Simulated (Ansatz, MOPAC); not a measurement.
Dimer: H2O (SMILES O) (first 3 atoms) with CH3F (SMILES CF); geometry from B3LYP-D3(BJ)/def2-TZVP, rigid monomers moved along the line of their centres of mass till H3···F5 is 1.80 Å.
(charge 0, multiplicity 1):
```csv
atom,x (Å),y (Å),z (Å)
O,-0.1214,-0.0633,0.5828
H,0.0078,0.6366,-0.0644
H,-0.4799,0.3723,1.3672
C,0.4519,-0.3140,3.6088
F,-0.4838,0.6250,3.1501
H,-0.0797,-1.0670,4.1893
H,0.9342,-0.7630,2.7420
H,1.1778,0.2078,4.2313
```

Monomers are frozen at their geometry in the pair; levels with a basis set take the counterpoise correction.

Frozen-core correlation. CBS(a, b) extrapolates the correlation energy as X⁻³ and adds the Hartree–Fock energy of set b. The state reached by PM6 isn't checked.

Programs: Ansatz (a first-principles code) with Gaussian orbitals; MOPAC for PM6 (differences of heats of formation). Each number belongs to the level named beside it.

**Question.** Estimate the interaction energy that PM6 returns for this input.

**Answer.** 2.4 kcal/mol

**Question.** Predict the interaction energy from CCSD(T)/aug-cc-pVDZ.

**Answer.** -2.5 kcal/mol

**Question.** What is the computed interaction energy (MP2/CBS(aug-cc-pVDZ, aug-cc-pVTZ) + ΔCCSD(T)/aug-cc-pVDZ)?

**Answer.** -3.2 kcal/mol
